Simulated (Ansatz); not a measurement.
A set of 12 reactions (ligand exchange), with CCSD(T)/CBS values in kJ/mol:

```json
{"reaction": "`[O]=[W]([F])([F])=[S]` + CH₃OH → `C[O][W](=[O])([F])=[S]` + H–F", "ΔE": "-10.1"}
{"reaction": "`OCB[SiH3]` + `BO` → `BOB[SiH3]` + CH₃OH", "ΔE": "-100.4"}
{"reaction": "`O[SiH2]C[SiH](O)Cl` + `N[SiH](O)F` → `O[SiH2]N[SiH](O)F` + `C[SiH](O)Cl`", "ΔE": "-49.1"}
{"reaction": "`O[SiH](O)O[SiH](O)F` + `N[SiH](Cl)Cl` → `O[SiH](O)N[SiH](Cl)Cl` + `O[SiH](O)F`", "ΔE": "57.8"}
{"reaction": "`F[Si]1([GeH3])CO1` + NH₃ → `N[Si]1(F)CO1` + GeH₄", "ΔE": "-57.5"}
{"reaction": "`OBB[SiH3]` + H–F → `FBB[SiH3]` + H₂O", "ΔE": "0.2"}
{"reaction": "`[CH3][Sn][Cl]` + NH₃ → `[NH2][Sn][Cl]` + CH₄", "ΔE": "-80.3"}
{"reaction": "`[BH2][SnH2][SiH2][SiH3]` + `O[SiH2]S` → `[SiH3]O[SiH2]S` + `[BH2][SnH2][SiH3]`", "ΔE": "-91.8"}
{"reaction": "`[OH][Zn][CH2]Cl` + H₂S → `[OH][Zn][SH]` + `CCl`", "ΔE": "-112.2"}
{"reaction": "`CO[Si](F)(F)SC` + H–F → `CO[Si](F)(F)F` + CH₃SH", "ΔE": "-88.9"}
{"reaction": "`[F][Al]([SH])[SH]` + CH₃OH → `C[O][Al]([F])[SH]` + H₂S", "ΔE": "-20.8"}
{"reaction": "`[CH3][SnH2][N]=C=O` + `N=CO` → `[CH3][SnH2][O]C=N` + `N=C=O`", "ΔE": "34.1"}
```

Calculated with Ansatz (gas phase, PBE0-D4/def2-TZVP geometries, no zero-point term in ΔE). CBS: MP2 limit from def2 TZ/QZ plus the TZ coupled-cluster correction, frozen cores. This one scheme is used for every species. DFT in def2-TZVPP. B3LYP here is the variant with VWN-RPA as its local correlation; programs differ in this. def2 core potentials past Kr. For Ge, Sn, W, Zn outer-core shells are correlated without core-valence functions, which leaves a few kJ/mol of doubt a bond. Scalar relativity is left out up to krypton. Each species was taken in one conformer, which may not be the lowest.

Task: Give the mean, mean absolute and largest difference (level minus CCSD(T)/CBS, kJ/mol) for: PBE-D4, r2SCAN-D4, B3LYP-D4, ωB97X-V, ωB97M-V, B2PLYP, PBE, r2SCAN, HF/def2-TZVPP, CCSD/def2-TZVPP, HF/def2-QZVPP, MP2/def2-QZVPP, SCS-MP2/def2-QZVPP, HF/CBS(def2). (Estimate.)

Result: Computed: 
| level | mean | mean absolute | largest |
| --- | --- | --- | --- |
| PBE-D4 | 7.9 | 10.3 | 25.2 |
| r2SCAN-D4 | 1.5 | 4.0 | 13.3 |
| B3LYP-D4 | -0.4 | 2.7 | 7.5 |
| ωB97X-V | 0.9 | 2.8 | 12.5 |
| ωB97M-V | 0.8 | 3.1 | 11.9 |
| B2PLYP | -2.1 | 5.1 | -10.5 |
| PBE | 7.3 | 8.7 | 24.7 |
| r2SCAN | 1.4 | 4.2 | 15.0 |
| HF/def2-TZVPP | -9.8 | 17.9 | -35.1 |
| CCSD/def2-TZVPP | -1.3 | 4.4 | -11.2 |
| HF/def2-QZVPP | -10.7 | 19.1 | -38.1 |
| MP2/def2-QZVPP | -1.2 | 2.7 | -6.4 |
| SCS-MP2/def2-QZVPP | -3.2 | 4.5 | -12.8 |
| HF/CBS(def2) | -10.9 | 19.3 | -38.5 |

The largest T1 diagnostic in the set is 0.023, for `[O]=[W]([F])([F])=[S]` (customary mark 0.02).

CCSD(T)/CBS is a level of theory with its own doubt, and the functionals carry their triple-zeta basis error, so these figures describe this set and don't rank the functionals.
